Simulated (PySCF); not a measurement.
Input file for PySCF: D3(BJ) and D4 dispersion corrections on C2H3N (SMILES CC#N).

```python
from pyscf import gto
from pyscf.dispersion import dftd3, dftd4

mol = gto.M(
    atom='''
    C     0.19250141    1.30180665    0.16281910
    C    -0.63658801    0.10867104    0.14241081
    N    -1.29259930   -0.83563949    0.16213596
    H    -0.28916587    2.10573048   -0.39424763
    H     0.32421596    1.60196636    1.20467507
    H     1.16360358    1.09380567   -0.28701486
    ''',
    basis='def2-svp',
    charge=0, spin=0, verbose=0, max_memory=1800)
d3, d4 = {}, {}
for xc in ['hf', 'pbe', 'blyp', 'revpbe', 'tpss', 'r2scan', 'b3lyp', 'pbe0', 'bhlyp', 'camb3lyp', 'b2plyp']:
    d3[xc] = float(dftd3.DFTD3Dispersion(mol, xc=xc, version='d3bj', atm=False).get_dispersion()['energy'])
    print(f'D3(BJ) {xc:10s} {d3[xc]:14.8f} Eh')
for xc in ['hf', 'pbe', 'blyp', 'revpbe', 'tpss', 'r2scan', 'b3lyp', 'pbe0', 'bhlyp', 'camb3lyp', 'b2plyp']:
    d4[xc] = float(dftd4.DFTD4Dispersion(mol, xc={'camb3lyp': 'cam-b3lyp'}.get(xc, xc), atm=True).get_dispersion()['energy'])
    print(f'D4     {xc:10s} {d4[xc]:14.8f} Eh')
```

Program output:

```
D3(BJ) hf            -0.02708926 Eh
D3(BJ) pbe           -0.00281776 Eh
D3(BJ) blyp          -0.00591095 Eh
D3(BJ) revpbe        -0.00760671 Eh
D3(BJ) tpss          -0.00345769 Eh
D3(BJ) r2scan        -0.00072071 Eh
D3(BJ) b3lyp         -0.00478013 Eh
D3(BJ) pbe0          -0.00232676 Eh
D3(BJ) bhlyp         -0.00361015 Eh
D3(BJ) camb3lyp      -0.00196529 Eh
D3(BJ) b2plyp        -0.00210705 Eh
D4     hf            -0.00981106 Eh
D4     pbe           -0.00236806 Eh
D4     blyp          -0.00546845 Eh
D4     revpbe        -0.00889151 Eh
D4     tpss          -0.00322011 Eh
D4     r2scan        -0.00056600 Eh
D4     b3lyp         -0.00380255 Eh
D4     pbe0          -0.00194808 Eh
D4     bhlyp         -0.00254795 Eh
D4     camb3lyp      -0.00192082 Eh
D4     b2plyp        -0.00163892 Eh
```

The run finished.

Cost: about 0.04 core-seconds (a rough figure).
